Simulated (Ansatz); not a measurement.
Born–Oppenheimer molecular dynamics of CH7BOSSi (12 atoms, charge 0, multiplicity 1). It starts at the highest image of a converged band. Of that band: Neighbouring images differ by up to 2.0 eV, so the band resolves the path poorly. A vibrational analysis at the climbing image gives one clearly imaginary mode, 89i cm⁻¹: a first-order saddle point.

Computed with RKS r2SCAN/6-31G* (Ansatz 0.2.0).

* ensemble: NVE (velocity Verlet)
* time step: 0.5 fs
* steps asked: 200
* starting velocities drawn for: 100 K
* seed: 11544

First frame:

```xyz
12
Properties=species:S:1:pos:R:3
C -1.601 -0.370 0.568
B -0.135 0.069 0.924
Si 1.612 -0.861 0.305
O 0.997 -1.858 -0.919
S 1.129 1.651 -1.000
H -2.028 -0.762 1.509
H -1.720 -1.170 -0.180
H -2.254 0.466 0.284
H -0.038 1.051 1.629
H 2.077 1.321 -1.901
H 0.029 -1.838 -1.011
H 2.009 2.245 -0.172
```

**Question.** How far do the bonds stretch over the last three quarters of this one trajectory? (Pairs bonded in most of those frames.)

**Answer.** 
```
  bond  mean (Å)  spread (Å)  shortest  longest
 C1–B2     1.580       0.014      1.56     1.61
 C1–H6     1.106       0.007      1.09     1.12
 C1–H7     1.101       0.010      1.09     1.12
 C1–H8     1.098       0.009      1.08     1.11
B2–Si3     2.073       0.016      2.04     2.10
 B2–H9     1.212       0.006      1.20     1.22
Si3–O4     1.694       0.018      1.67     1.72
O4–H11     0.974       0.013      0.95     0.99
S5–H10     1.351       0.001      1.35     1.35
S5–H12     1.351       0.013      1.33     1.37
```

Mean temperature of the second half: 84 K. The conserved energy stayed within 0.041 meV per atom of its start (net change 0.024 meV per atom), so the integration is sound. A run of 0.1 ps of so small a system gives no equilibrium averages. The orbitals stay closed-shell, which can raise the energy where a bond breaks towards radicals; this wasn't checked here.

Time of the run: 14 min on 2 threads of Arm Neoverse V1, on a shared host, peak memory 0.17 GiB.
